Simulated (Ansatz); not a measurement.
Computed with Ansatz.

A structure relaxed at PBE0-D4/def2-TZVP, charge 0, multiplicity 1:

```csv
atom,x (Å),y (Å),z (Å)
O1,-1.1459,-0.1975,-1.2861
Nb2,-0.0268,-0.0849,-0.0423
F3,0.5578,-1.7993,0.3373
Cl4,1.6852,1.2323,-0.7614
Cl5,-1.0703,0.8494,1.7525
```

(1) Give its formula and SMILES.

(2) Point group (tolerance 0.08 Å, 0.16 Å for H)?

(3) Summarise the bond lengths by kind.

## Answers

(1) Cl2FNbO, `[O]=[Nb]([F])([Cl])[Cl]`.

(2) Cs.

(3) 1 × Nb–O 1.677 Å; 1 × F–Nb 1.851 Å; 2 × Cl–Nb 2.277 Å.
